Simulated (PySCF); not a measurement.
# Distorted geometries of [La(H2O)4]3+

[La(H2O)4]3+ (singlet). PySCF 2.14.0, RKS PBE0, La lcecp-1-SVP with ECP46, O def2-SVP, H def2-SVP; non-relativistic Hamiltonian with scalar-relativistic core potentials where named; density fitting; no spin-orbit coupling. Relaxed geometry:

```xyz
13

La    0.0001    0.0000    0.0000
O     1.4593    1.3453    1.4061
H     1.4036    1.5005    2.3746
H     2.2553    1.8573    1.1435
O    -1.4591   -1.4061    1.3454
H    -2.2555   -1.1434    1.8571
H    -1.4037   -2.3746    1.5004
O     1.4593   -1.3453   -1.4061
H     2.2553   -1.8573   -1.1435
H     1.4036   -1.5005   -2.3746
O    -1.4591    1.4061   -1.3454
H    -1.4037    2.3746   -1.5004
H    -2.2555    1.1434   -1.8571
```

Task: Order these distorted geometries by energy above the relaxed one, lowest first.
A.
```xyz
13

La   -0.1670    0.1200   -0.0493
O     1.4903    1.2208    1.2453
H     1.5308    1.4270    2.4201
H     2.5580    1.7635    1.2896
O    -1.3993   -1.4541    1.2660
H    -2.1918   -1.0174    1.9124
H    -1.4356   -2.4463    1.5135
O     1.6133   -1.4735   -1.3599
H     2.2270   -1.6492   -0.9668
H     1.2862   -1.6893   -2.5175
O    -1.6569    1.6187   -1.4968
H    -1.4270    2.3439   -1.5575
H    -2.4278    1.2358   -1.6991
```
B.
```xyz
13

La   -0.0398   -0.0011   -0.0075
O     1.4678    1.4206    1.2362
H     1.3594    1.4056    2.4727
H     2.2363    1.9567    1.1511
O    -1.4822   -1.4431    1.3994
H    -2.2956   -1.0800    1.8592
H    -1.4838   -2.4347    1.5792
O     1.6442   -1.4354   -1.3863
H     2.2671   -1.8118   -1.2061
H     1.3321   -1.5846   -2.2784
O    -1.3776    1.4497   -1.4139
H    -1.3130    2.3171   -1.4942
H    -2.3149    1.2409   -1.9113
```
C.
```xyz
13

La    0.0389    0.0320    0.0768
O     1.4622    1.2327    1.4294
H     1.3957    1.4968    2.3876
H     2.2458    1.8538    1.0562
O    -1.5089   -1.2949    1.3164
H    -2.3269   -1.2157    1.8118
H    -1.4440   -2.3245    1.5588
O     1.4523   -1.3500   -1.4462
H     2.3256   -1.8956   -1.1953
H     1.3611   -1.4281   -2.3030
O    -1.3752    1.4004   -1.4214
H    -1.4013    2.3335   -1.3847
H    -2.2253    1.1597   -1.8863
```

Result: C (1.16 eV), B (4.10 eV), A (8.44 eV).

Task: Which forces (eV/Å) act in the one that lies 8.44 eV up?

Result: 
```
La    1.23  -0.63  -0.80
O     4.83   3.38   5.83
H    -0.97  -1.20  -4.48
H    -4.08  -2.23  -1.32
O    -3.02   0.57   2.81
H     2.68  -1.94  -2.17
H     0.13   1.52  -0.48
O   -25.86   7.59 -16.93
H    22.03  -7.10  11.94
H     2.96   0.22   5.40
O     0.31 -21.36   5.05
H     5.30  22.13  -2.76
H    -5.54  -0.95  -2.10
```
Forces carry noise of the integration grid, about 0.01 to 0.03 eV/Å.

No frequency check is given that shows the relaxed geometry to be a minimum, and it was reached by following one of several unstable modes of a saddle point.
